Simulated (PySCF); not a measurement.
**Nuclear quadrupole coupling in `CN[Si@H](C)COC`**

C₄H₁₃NOSi.
Z-matrix (Å and degrees, GFN2-xTB geometry), rows numbered from 1:
```
C 
N   1  1.4453
Si  2  1.7195  1  123.99
C   3  1.9016  2  108.42  1   -58.55
C   3  1.9048  2  104.62  1  -177.12
O   5  1.4152  3  106.78  2   -60.48
C   6  1.4020  5  113.13  3  -178.00
H   1  1.0871  2  108.72  3    38.09
H   1  1.0952  2  112.72  3   -81.78
H   1  1.0915  2  110.11  3   156.99
H   2  1.0106  1  111.62  3   146.52
H   3  1.4780  2  116.29  1    64.25
H   4  1.0861  3  111.65  2   -54.98
H   4  1.0855  3  111.52  2  -175.51
H   4  1.0851  3  110.91  2    65.05
H   5  1.0980  3  112.76  2    60.15
H   5  1.0976  3  110.91  2   179.89
H   7  1.0983  6  111.20  5   -60.20
H   7  1.0889  6  107.09  5  -179.77
H   7  1.0981  6  111.22  5    60.72
```

Field gradients from the PBE0/pcSseg-1 density (PySCF, non-relativistic), principal values in atomic units, ordered |Vxx| ≤ |Vyy| ≤ |Vzz|:

```tsv
atom	Vxx	Vyy	Vzz
N2	0.3136	0.7195	-1.0331
O6	0.0144	2.0451	-2.0596
```

**Question.** Find the asymmetry η = (Vxx − Vyy)/Vzz and the couplings χ = eQV/h (234.96 MHz × Q in barn × V in au), with Q(14N) = 0.02044 b, Q(17O) = −0.0256 b.

**Answer.** 
```csv
atom,environment,nucleus,η,χzz (MHz),χxx (MHz),χyy (MHz)
N2,silicon-bound nitrogen,14N,0.39,-4.962,1.506,3.456
O6,ether oxygen,17O,0.99,12.39,-0.09,-12.30
```

At O6 η is above 0.9: Vyy and Vzz are nearly equal in size and opposite in sign, so a small change could swap them and flip the sign of χzz. The tensor is traceless: Vxx + Vyy + Vzz = 0.

**Question.** What is Vzz at O6 in SI units (1 au = 9.71736 × 10²¹ V/m²)?

**Answer.** -2.0596 au = -20.013 × 10²¹ V/m².

**Question.** And the gradient at the other heavy atoms, for which no coupling is worked out here?

**Answer.** 
```json
{"atom": "C1", "environment": "N-methyl carbon", "Vzz (au)": "0.229", "η": "0.04"}
{"atom": "Si3", "environment": "SiH silicon", "Vzz (au)": "0.157", "η": "0.54"}
{"atom": "C4", "environment": "Si-methyl carbon", "Vzz (au)": "-0.072", "η": "0.30"}
{"atom": "C5", "environment": "sp3 carbon bound to oxygen", "Vzz (au)": "0.405", "η": "0.40"}
{"atom": "C7", "environment": "methoxy carbon", "Vzz (au)": "0.360", "η": "0.09"}
```

**Question.** What couplings would deuterons (Q(2H) = 0.00286 b) have in place of the hydrogens, at this geometry?

**Answer.** 
```csv
atom,bonded to,bond length (Å),Vzz (au),η,χzz (kHz)
H8,C1,1.087,0.3115,0.07,209
H9,C1,1.095,0.2967,0.04,199
H10,C1,1.091,0.3047,0.05,205
H11,N2,1.011,0.4134,0.18,278
H12,Si3,1.478,0.1515,0.02,102
H13,C4,1.086,0.3259,0.02,219
H14,C4,1.085,0.3279,0.01,220
H15,C4,1.085,0.3290,0.01,221
H16,C5,1.098,0.2935,0.10,197
H17,C5,1.098,0.2941,0.09,198
H18,C7,1.098,0.2880,0.08,194
H19,C7,1.089,0.3065,0.06,206
H20,C7,1.098,0.2885,0.08,194
```

The structure is a single GFN2-xTB conformer in the gas phase; no vibrational or solvent corrections. GFN2-xTB bond lengths can be off by several hundredths of an ångström, more for odd bonds, and the gradients follow them. The small basis limits the accuracy of the gradients.
